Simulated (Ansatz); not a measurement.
C3H3, doublet, geometry from GFN2-xTB, with bond 5-3 at 1.5 times its length; PBE/def2-SVP (Ansatz, a quantum-chemistry and plane-wave program).

Input for Ansatz:
Ansatz 0.2 input:
```yaml
crystal:
  periodic: [false, false, false]
  atoms:
    - {symbol: C, position_ang: [1.30815180, -0.19129891, 0.14654059]}
    - {symbol: C, position_ang: [0.10901014, -0.01594121, 0.01221143]}
    - {symbol: C, position_ang: [-1.22056561, 0.17849066, -0.13672909]}
    - {symbol: H, position_ang: [2.33913641, -0.34206600, 0.26203260]}
    - {symbol: H, position_ang: [-1.77843436, 1.45029518, -0.95585846]}
    - {symbol: H, position_ang: [-1.92623626, -0.51179755, 0.28864513]}
basis:
  gaussian:
    orbitals: def2-SVP
hamiltonian:
  xc: pbe
magnetization: {spin_polarized: true, initial_magnetization: 1}
scf: {lower_state_search: standard}
```

It wrote (shortened):

```
Functional definition: PBE
648 factors; their error is unknown
mean field evaluation 1: about -3141.0478 eV, gradient 3.3e1 eV
mean field evaluation 2: about -3131.1466 eV, gradient 4.9e1 eV
mean field evaluation 4: about -3147.3938 eV, gradient 1.1e1 eV
mean field evaluation 8: about -3148.0470 eV, gradient 2.1e-1 eV
mean field evaluation 16: about -3148.0254 eV, gradient 2.0e-4 eV
mean field -3148.02542501 eV, -115.6878005607 hartree, gradient 7.3e-6 eV, S^2 0.766725; 0 other end points of the search recorded, 0 dependent functions left out
reference -3148.02545010 eV, -115.6878014830 hartree; 11, 10 occupied and 46, 47 virtual orbitals, 648 factors
Total energy: -3148.02545010 eV, -115.6878014830 hartree
```
